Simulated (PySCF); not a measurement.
# What a mistake does to a calculation on C3GeH10

Calculated results; nothing here was measured. The program is PySCF 2.14.0, an open-source quantum chemistry code, run on an isolated molecule that a program drew, which may never have been made. The molecule is C3GeH10 (charge 0, singlet), drawn as the SMILES string `C[CH](C)[GeH3]`.

Each row is a Hartree-Fock (HF) and frozen-core CCSD(T) single point in the cc-pVDZ basis, meant for a local HF minimum. Run 1 is clean. Each other run has one planted mistake out of seven kinds, and not every kind appears here: one electron removed, one electron added, multiplicity raised by two, geometry at a saddle point, minimal basis STO-3G, one bond length entered in bohr, all coordinates scaled. The reference is restricted for singlets and unrestricted otherwise, and also for a bond in bohr. Adding or removing an electron swaps singlet and doublet. Electrons count all cores. HOMO and LUMO are orbital energies over both spins, the gradient is its largest component, and the lowest frequency (negative if imaginary) is given only where the gradient is small. Bond lengths are over the 13 bonds as drawn. T1 is the CCSD diagnostic: over 0.02 (restricted) or 0.045 (unrestricted) a single reference is doubtful. Germanium has the cc-pVDZ-PP basis, with a core potential (ECP10MDF) in place of its 10 inner electrons, and its 3s, 3p and 3d shells are frozen in CCSD(T).

Geometry of the clean run:
```xyz
14
C3GeH10, angstrom
C    -0.5844    0.7568    1.2227
C    -0.5685   -0.2769    0.0909
C     0.7942   -0.3282   -0.6093
Ge   -2.0365    0.0378   -1.2004
H    -0.4124    1.7681    0.8423
H     0.2027    0.5447    1.9531
H    -1.5374    0.7605    1.7573
H    -0.7701   -1.2631    0.5233
H     1.0365    0.6284   -1.0817
H     1.5909   -0.5490    0.1079
H     0.8253   -1.0984   -1.3836
H    -2.0389   -1.0489   -2.2858
H    -3.3951    0.0185   -0.4843
H    -1.8645    1.4051   -1.8811
```

```
run,electrons,basis functions,<S^2>,HOMO (eV),LUMO (eV),gradient (hartree/bohr),lowest frequency (cm^-1),mean bond (Å),longest bond (Å),T1,HF (hartree),CCSD(T) (hartree),mistake
1,60,115,0.000,-10.74,4.26,9.0e-06,116,1.3318,1.980,0.0081,-412.79803,-413.42653,no fault
2,60,115,2.011,-2.52,-1.63,1.7e-01,-,1.3318,1.980,0.0207,-412.52386,-413.14769,multiplicity raised by two
3,60,115,0.000,-10.49,3.91,4.6e-02,-,1.4356,2.135,0.0089,-412.73479,-413.38235,all coordinates scaled
4,60,115,0.922,-10.27,2.95,3.9e-02,-,1.4367,2.897,0.0226,-412.67607,-413.27098,one bond length entered in bohr
5,61,115,0.758,3.60,8.84,4.0e-02,-,1.3318,1.980,0.0340,-412.65233,-413.30667,one electron added
6,59,115,0.759,-17.80,-7.89,1.1e-01,-,1.3318,1.980,0.0161,-412.45680,-413.05971,?
```

**Which mistake was planted in run 6, and what did it cost?**

It counts 59 electrons, one fewer than the clean run, at the same geometry and basis. So the mistake is: one electron removed. Subtracting run 1 and multiplying by 627.51 kcal/mol a hartree, the energy moved by 214.1 kcal/mol in HF and 230.2 kcal/mol in CCSD(T).

Cautions from the logs. Run 5: the HOMO is above zero, so the electron isn't bound and the energy depends on the basis.
